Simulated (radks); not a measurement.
Values are calculated unless marked as measured or tabulated.
Polarisability of the oxygen ion O2+, [He] 2s2 2p2, at imaginary frequency. Level of theory: non-relativistic Kohn-Sham, LDA (Slater exchange, Perdew-Wang correlation), spin-polarised, spherical densities, point nucleus; open shells are filled with parallel spins first (a radial shooting solver on a logarithmic mesh with Libxc functionals). Response by self-consistent Sternheimer equations with the Hartree and adiabatic LDA kernel.

w (hartree)  alpha1(iw) (bohr^3)
0.00266                    1.736
0.0143                     1.735
0.0360                     1.732
0.0697                     1.723
0.118                      1.699
0.186                      1.649
0.280                      1.557
0.413                      1.406
0.605                      1.195
0.892                     0.9404
1.35                      0.6707
2.12                      0.4137
3.59                      0.2038
6.94                     0.07118
17.5                     0.01416

Static values: alpha1 = 1.736 bohr^3 (0.2572 angstrom^3; uncoupled 2.517). C6 = 2.321, triple-dipole C9 = 2.790 atomic units. One-pole (London) frequency 4 C6 / (3 alpha1^2) = 1.027 hartree, against 1.659 for minus the highest occupied eigenvalue. The dipole shielding factor is 0.750, as the force sum rule N/Z = 0.750 demands.
